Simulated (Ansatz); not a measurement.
`[SiH3][N]([SiH3])[In]([Cl])[Cl]` + `CC(C)N` → `CC(C)[NH][In]([Cl])[Cl]` + `[SiH3]N[SiH3]`  (ligand exchange at the In–N bond)

Isolated molecules relaxed with PBE0-D4/def2-TZVP in Ansatz; ΔE leaves out vibrations. CCSD(T)/CBS is the MP2 limit (def2-TZVPP, def2-QZVPP) plus CCSD(T) − MP2 in def2-TZVPP, frozen cores. This one scheme is used for every species. Functionals use def2-TZVPP. HSE06 is defined as in plane-wave codes. Elements past krypton have def2 core potentials. For In outer-core shells are correlated without core-valence functions, which leaves a few kJ/mol of doubt a bond. Each species was taken in one conformer, which may not be the lowest.

```tsv
level	ΔE (kJ/mol)	difference from CCSD(T)/CBS
BLYP-D4	3.1	-10.3
PBE0-D4	9.4	-4.0
r2SCANh-D4	9.1	-4.3
r2SCAN0-D4	10.6	-2.8
HSE06-D4	9.6	-3.8
BHLYP-D4	13.0	-0.4
CAM-B3LYP-D4	6.7	-6.7
PBE	4.2	-9.2
BLYP	0.8	-12.6
r2SCANh	8.9	-4.5
LC-ωPBE	8.9	-4.5
RPA@PBE/def2-TZVPP	12.9	-0.5
CCSD/def2-SVP	14.3	0.9
HF/def2-QZVPP	15.2	1.8
SCS-MP2/def2-QZVPP	13.5	0.1
HF/CBS(def2)	15.3	1.9
CCSD(T)/CBS	13.4	0
```

Largest T1 diagnostic among the species: 0.013.

From PBE to PBE0 (25 % exact exchange), in def2-TZVPP and without D4, ΔE moves by +4.0 kJ/mol. Leaving LDA and LC-ωPBE aside and taking each functional with its dispersion term where it has one, the values spread over 9.9 kJ/mol, from BLYP-D4 to BHLYP-D4.
